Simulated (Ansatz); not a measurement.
Program: Ansatz. Geometries: PBE0-D4/def2-TZVP. ΔE: electronic, gas phase. CCSD(T)/CBS adds triple-zeta CCSD(T) − MP2 to the extrapolated MP2 energy (def2 sets, frozen cores). Functionals use def2-TZVPP. B3LYP here is the variant with VWN-RPA as its local correlation; programs differ in this. For Ge outer-core shells are correlated without core-valence functions, which leaves a few kJ/mol of doubt a bond. Scalar relativity is left out up to krypton. One conformer a species, not always the lowest.

`CB[S][GeH3]` + `[F][AlH][GeH3]` → `C[BH][AlH][F]` + `[GeH3][S][GeH3]`  (redistribution)

```json
{"level": "PBE-D4", "ΔE (kJ/mol)": "114.8", "difference from CCSD(T)/CBS": "6.5"}
{"level": "r2SCAN-D4", "ΔE (kJ/mol)": "115.4", "difference from CCSD(T)/CBS": "7.1"}
{"level": "PBE0-D4", "ΔE (kJ/mol)": "111.2", "difference from CCSD(T)/CBS": "2.9"}
{"level": "ωB97M-V", "ΔE (kJ/mol)": "108.2", "difference from CCSD(T)/CBS": "-0.1"}
{"level": "B2PLYP", "ΔE (kJ/mol)": "110.4", "difference from CCSD(T)/CBS": "2.1"}
{"level": "PBE", "ΔE (kJ/mol)": "115.6", "difference from CCSD(T)/CBS": "7.3"}
{"level": "r2SCAN", "ΔE (kJ/mol)": "115.5", "difference from CCSD(T)/CBS": "7.2"}
{"level": "B3LYP", "ΔE (kJ/mol)": "110.1", "difference from CCSD(T)/CBS": "1.8"}
{"level": "HF/def2-TZVPP", "ΔE (kJ/mol)": "94.7", "difference from CCSD(T)/CBS": "-13.6"}
{"level": "SCS-MP2/def2-TZVPP", "ΔE (kJ/mol)": "105.7", "difference from CCSD(T)/CBS": "-2.6"}
{"level": "CCSD(T)/def2-TZVPP", "ΔE (kJ/mol)": "109.5", "difference from CCSD(T)/CBS": "1.2"}
{"level": "HF/def2-QZVPP", "ΔE (kJ/mol)": "93.7", "difference from CCSD(T)/CBS": "-14.6"}
{"level": "MP2/def2-QZVPP", "ΔE (kJ/mol)": "110.0", "difference from CCSD(T)/CBS": "1.7"}
{"level": "SCS-MP2/def2-QZVPP", "ΔE (kJ/mol)": "104.5", "difference from CCSD(T)/CBS": "-3.8"}
{"level": "HF/CBS(def2)", "ΔE (kJ/mol)": "93.5", "difference from CCSD(T)/CBS": "-14.8"}
{"level": "CCSD/CBS(def2)", "ΔE (kJ/mol)": "105.7", "difference from CCSD(T)/CBS": "-2.6"}
{"level": "CCSD(T)/CBS", "ΔE (kJ/mol)": "108.3", "difference from CCSD(T)/CBS": "0"}
```

Largest T1 diagnostic among the species: 0.013.

In def2-TZVPP, CCSD(T) changes the Hartree–Fock value by +14.9 kJ/mol (the triples alone add +2.6 kJ/mol) and MP2 by +16.3 kJ/mol. From PBE to PBE0 (25 % exact exchange), in def2-TZVPP and without D4, ΔE moves by −3.7 kJ/mol.
